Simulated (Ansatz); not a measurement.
C2H5S, doublet, at a GFN2-xTB geometry; MP2/def2-TZVPP (Ansatz, a quantum-chemistry and plane-wave program).

Input for Ansatz:
Ansatz 0.2 input:
```yaml
crystal:
  periodic: [false, false, false]
  atoms:
    - {symbol: C, position_ang: [1.48255365, 0.65932309, -0.01655837]}
    - {symbol: C, position_ang: [-0.03154429, 0.78395239, 0.00248490]}
    - {symbol: S, position_ang: [-0.84471660, -0.82371473, 0.00823708]}
    - {symbol: H, position_ang: [-0.37104627, 1.31200621, 0.89543533]}
    - {symbol: H, position_ang: [-0.39297317, 1.31674827, -0.87896880]}
    - {symbol: H, position_ang: [1.93395512, 1.64948226, -0.01949031]}
    - {symbol: H, position_ang: [1.83064329, 0.11841436, 0.86042594]}
    - {symbol: H, position_ang: [1.80883038, 0.12313177, -0.90475459]}
basis:
  gaussian:
    orbitals: def2-TZVPP
magnetization: {spin_polarized: true, initial_magnetization: 1}
correlation: {method: mp2}
```

Problem. Write the output that Ansatz gives for this input, abridged.

Solution. 
```
Functional definition: HF
996 factors; integrals over basis functions are off by at most 9.7e-4 eV
mean field evaluation 1: about -12955.6367 eV, gradient 1.9e1 eV
mean field evaluation 2: about -12955.6408 eV, gradient 1.9e1 eV
mean field evaluation 4: about -12957.8999 eV, gradient 2.6e0 eV
mean field evaluation 8: about -12957.9736 eV, gradient 1.3e-3 eV
mean field evaluation 16: about -12957.9464 eV, gradient 5.2e-3 eV
mean field evaluation 32: about -12957.9480 eV, gradient 2.3e-1 eV
mean field evaluation 64: about -12957.9458 eV, gradient 1.9e-3 eV
mean field -12957.97363464 eV, -476.1967478431 hartree, gradient 2.6e-6 eV, S^2 0.764351; 6 other end points of the search recorded, 0 dependent functions left out
7 core orbitals not correlated
reference -12957.97363464 eV, -476.1967478431 hartree; 10, 9 occupied and 157, 158 virtual orbitals, 996 factors
second order -13.57923814 eV of doubles, -0.00000000 eV of singles
Total energy: -12971.55287278 eV, -476.6957756403 hartree
```
